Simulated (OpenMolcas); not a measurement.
An atom or ion with 71 electrons was computed by SS-CASPT2, IPEA 0.25 Eh, imaginary shift 0.1 Eh with spin-orbit coupling (OpenMolcas, ANO-RCC-VQZP, DKH2). The lowest levels that the run gave, each within 12 % of the measured value where one is at hand:

| J | Parity | E (cm⁻¹) | g |
| --- | --- | --- | --- |
| 3/2 | even | 0.0 | 0.800 |
| 5/2 | even | 1819 | 1.200 |
| 3/2 | even | 17000 | 0.410 |
| 5/2 | even | 17610 | 1.030 |
| 7/2 | even | 18520 | 1.238 |
| 9/2 | even | 19570 | 1.332 |
| 5/2 | even | 22600 | 1.306 |
| 1/2 | even | 22660 | 2.651 |
| 3/2 | even | 22980 | 1.453 |
| 3/2 | even | 23750 | 1.092 |
| 5/2 | even | 24100 | 1.164 |
| 5/2 | even | 25180 | 1.188 |

Task: Which ion is it, and what are the configurations and terms?

Result: Lu (Z = 71, neutral; active space 3 electrons in 6 orbitals (5d 6s)). J, parity and g give the terms where levels are pure, and mixed ones are named by the computed weights; the size of the splittings, set against known spectra of the 71-electron sequence, gives the charge. In order, with the measured energies in cm⁻¹ (NIST Handbook of Basic Atomic Spectroscopic Data): 5d 6s² ²D_3/2, 5d 6s² ²D_5/2 (1994), 5d² 6s ⁴F_3/2 (18851), 5d² 6s ⁴F_5/2 (19403), 5d² 6s ⁴F_7/2 (20247), 5d² 6s ⁴F_9/2 (21242), 5d² 6s ²D_5/2 [52 %], 5d² 6s ⁴P_1/2 (21472), 5d² 6s ⁴P_3/2 [70 %] (22468), 5d² 6s ²D_3/2 [64 %] (24518), 5d² 6s ²F_5/2 [57 %], 5d² 6s ²D_5/2 [43 %].

CASPT2 breaks the degeneracy within a term, and the mean is taken; among the terms shown or strongly mixed into the levels shown the widest spread is 830 cm-1 (5d² 6s ²F). Over all roots computed the reference weight is 0.86 to 0.93; the roots of lowest weight are the least certain, and an intruder state may touch them. Some high roots are left out of the spin-orbit mixing, which shifts the levels that they would mix with. Some levels mix across a computed gap that differs much from the measured one, so their mixing is not that of the real levels. A single d shell beside an s shell can misplace configurations of different d count against each other. Measured partners are found by configuration, term and J. A level has none where our copy of the source lacks it or the pairing is in doubt (some pairs that miss far off the trend of their configuration count as doubtful), and it then counts in no deviation. Levels of configurations outside the active space are missing.

A share in square brackets marks a mixed level and gives the weight of the term that names it.
